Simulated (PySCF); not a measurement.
**From a computed spectrum to the compound**

A species of 13 atoms with charge 3 has these harmonic modes (B3LYP, small Gaussian bases with core potentials, PySCF 2.14.0):

```tsv
cm⁻¹	km/mol	symmetry
46	7.5	
46	7.5	
53	1.2	
67	8.0	
71	0.0	
108	2.8	
108	2.8	
161	0.0	
201	0.5	
404	0.0	
404	6.0	
404	6.0	
406	8.1	
613	0.0	
614	0.5	
614	0.5	
637	20.9	
651	0.0	
658	596.7	
658	596.6	
668	536.1	
1661	206.5	
1662	187.9	
1662	187.9	
1666	0.0	
3553	586.2	
3553	587.4	
3554	683.8	
3574	0.0	
3587	0.0	
3588	561.7	
3588	562.7	
3589	512.7
```

Which species is it, and in which structure?

[Lu(H2O)4]3+ (singlet in the valence; each metal's 4f electrons, 14 of them, lie in its core potential, out of spins and levels):
```xyz
13

Lu    0.0000    0.0000    0.0000
O     1.3195    1.2988    1.2305
H     2.1310    1.0453    1.7351
H     1.2387    2.2700    1.3966
O    -1.3195   -1.2305    1.2988
H    -1.2387   -1.3966    2.2700
H    -2.1310   -1.7351    1.0453
O     1.3195   -1.2988   -1.2305
H     1.2387   -2.2700   -1.3966
H     2.1310   -1.0453   -1.7351
O    -1.3195    1.2305   -1.2988
H    -2.1310    1.7351   -1.0453
H    -1.2387    1.3966   -2.2700
```
Ideal gas at 298.15 K and 1 bar: S = 461.8 J/(mol K), Cp = 163.4 J/(mol K), H − H(0 K) = 33.7 kJ/mol (rigid rotor, harmonic modes, spin degeneracy alone, that of the 4f electrons in the core included; the modes under 60 cm⁻¹ make these uncertain). An lcecp potential fixes the number of 4f electrons, so in runs with it no electron can move into or out of that shell.
 This is one of several that fit.
